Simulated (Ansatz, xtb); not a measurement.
C5H5FS: which of two isomers lies lower

Structure X is `Cc1cc(F)cs1`, a singlet and structure Y is `Cc1sccc1F`, a singlet. Both are isolated molecules in the gas phase, relaxed with r2SCAN-D4/def2-SVP.

Problem. Estimate E(Y) − E(X) at the level CCSD(T)/def2-SVP + ΔMP2/def2-TZVPP.

Solution. CCSD(T)/def2-SVP + ΔMP2/def2-TZVPP gives E(Y) − E(X) = −0.26 kcal/mol, slightly favouring structure Y, which is too small a margin to settle the true order.

Level by level:

| level | geometry | E(Y) − E(X) (kcal/mol) | departure from the last row (kcal/mol) | job, with rough time for the two |
| --- | --- | --- | --- | --- |
| GFN2-xTB | GFN2-xTB | +0.40 | +0.66 | optimisation, 0.13 s |
| HF/STO-3G | GFN2-xTB | +0.18 | +0.43 | single point, 0.52 s |
| r2SCAN-D4/def2-SVP//GFN2-xTB | GFN2-xTB | −0.58 | −0.32 | single point, 3.5 s |
| r2SCAN-D4/def2-SVP | r2SCAN-D4/def2-SVP | −0.55 | −0.29 | optimisation, 25 s |
| HF/def2-SVP | r2SCAN-D4/def2-SVP | −0.12 | +0.13 | part of the CCSD(T) run |
| MP2/def2-SVP | r2SCAN-D4/def2-SVP | −0.64 | −0.39 | part of the CCSD(T) run |
| CCSD(T)/def2-SVP | r2SCAN-D4/def2-SVP | −0.56 | −0.31 | single point |
| CCSD(T)/def2-SVP + ΔMP2/def2-TZVPP | r2SCAN-D4/def2-SVP | −0.26 |  | single point, 58 s |

As drawn, both hold the same kinds of bond in the same numbers.

The largest departure from CCSD(T)/def2-SVP + ΔMP2/def2-TZVPP is that of GFN2-xTB, 0.66 kcal/mol. The last row adds to CCSD(T) the change of the MP2 difference between the two basis sets, here +0.31 kcal/mol.

With thermal terms from frequencies at re-optimised GFN2-xTB minima (ideal gas, soft modes damped towards free rotors, one conformer each, 298.15 K, 1 atm): the zero-point term adds +0.04 kcal/mol; ΔH is −0.23 and ΔG −0.16 kcal/mol.

The correlated steps freeze 11 core orbitals. Codes used: Ansatz 0.2.0, xtb 6.7.1; the last row on 2 threads of Intel(R) Xeon(R) Platinum 8488C (Sapphire Rapids) on a shared host.
